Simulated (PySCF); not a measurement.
Isomers of C2H5B. All species are isolated molecules in the gas phase. One relaxed conformer stands for each flexible species; it need not be the lowest. Strings in code marks are SMILES.

Computed with B3LYP-D3(BJ)/def2-TZVP // PBE0-D4/def2-TZVP (PySCF). B3LYP has the VWN-RPA correlation part, as in Gaussian. Excitations are Tamm–Dancoff values on a coarser integration grid. The basis has no diffuse functions, so Rydberg states are missing or too high.

| species | LUMO (eV) | HOMO (eV) | T1 excitation (TDA) (eV) | S1 excitation (TDA) (eV) |
|---|---|---|---|---|
| `B1CC1` | -1.51 | -7.19 | 3.51 | 4.13 |
| `[H]/B=C/C` | -1.58 | -6.07 | 2.51 | 2.92 |
| `BC=C` | -2.29 | -8.27 | 3.65 | 5.28 |
